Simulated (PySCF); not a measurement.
trifluoroacetic acid (C₂HF₃O₂), SMILES O=C(O)C(F)(F)F.

Coordinates come from a B3LYP-D3(BJ)/def2-SVP optimisation. Other conformers were not sampled.

All values below come from PySCF with TDA-M06-2X/def2-SVPD.

Vertical excitations. Isolated molecule, no solvent. State labels are in the subgroup Cs.

List the lowest excited states. (An estimate is asked for; the answer gives what the named calculation found.)


```csv
state,symmetry,energy (eV),λ (nm),f,main pairs
S1,A",5.48,226,0.001,HOMO→LUMO 96 %
S2,A',8.42,147,0.058,"HOMO→LUMO+1 56 %, HOMO−1→LUMO 37 %"
S3,A",8.94,139,0.001,HOMO−2→LUMO 89 %
S4,A",9.07,137,0.002,HOMO−1→LUMO+1 91 %
S5,A',9.09,136,0.205,"HOMO−1→LUMO 48 %, HOMO→LUMO+1 36 %"
S6,A',9.94,125,0.022,"HOMO→LUMO+2 67 %, HOMO→LUMO+4 13 %"
S7,A",10.47,118,0.004,HOMO→LUMO+3 90 %
S8,A',10.62,117,0.051,"HOMO→LUMO+4 73 %, HOMO→LUMO+2 17 %"
S9,A",10.79,115,0.002,"HOMO−1→LUMO+2 44 %, HOMO−6→LUMO 20 %, HOMO−1→LUMO+4 11 %, HOMO−1→LUMO+5 9 %"
S10,A",10.94,113,0.022,"HOMO−6→LUMO 57 %, HOMO−1→LUMO+2 19 %"
T1,A",5.01,247,0,HOMO→LUMO 96 %
T2,A',6.02,206,0,HOMO−1→LUMO 93 %
T3,A",8.31,149,0,HOMO−2→LUMO 86 %
T4,A',8.47,146,0,HOMO→LUMO+1 91 %
```
Triplets are in the Tamm–Dancoff approximation.
